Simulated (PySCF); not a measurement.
C3H5BO2.

```xyz
11

C     -3.0103     0.3384     0.2572
C     -1.5689     0.1911     0.1308
C     -0.3484     0.0810     0.0171
B      1.1736    -0.1060    -0.1087
O      1.9530     0.9303    -0.5466
O      1.7853    -1.3008     0.2101
H     -3.3816    -0.0953     1.2094
H     -3.5391    -0.1782    -0.5714
H     -3.3124     1.4063     0.2318
H      2.8897     0.6591    -0.5728
H      1.1349    -1.9604     0.5077
```
Charge 0, spin multiplicity 1.

Geometry optimised at PBE-D3(BJ)/def2-SVP. The values are those of a single conformer.

Method: PySCF with PBE0/pcSseg-1. Non-relativistic, no solvent.

Computed absolute GIAO shielding of each atom: isotropic value and principal components (ppm):
```csv
atom,σ(iso),σ11,σ22,σ33,span
C1,177.1,168.0,169.0,194.2,26.1
C2,78.8,-18.1,-4.2,258.6,276.7
C3,99.4,7.6,18.0,272.5,264.8
B4,79.5,64.1,78.6,95.8,31.7
O5,207.2,96.5,252.3,272.9,176.4
O6,194.8,72.8,248.1,263.5,190.6
H7,29.1,24.4,27.3,35.6,11.2
H8,29.1,24.5,27.2,35.6,11.1
H9,29.0,24.2,27.2,35.6,11.5
H10,27.2,21.6,23.8,36.1,14.5
H11,27.0,21.3,25.0,34.8,13.5
```
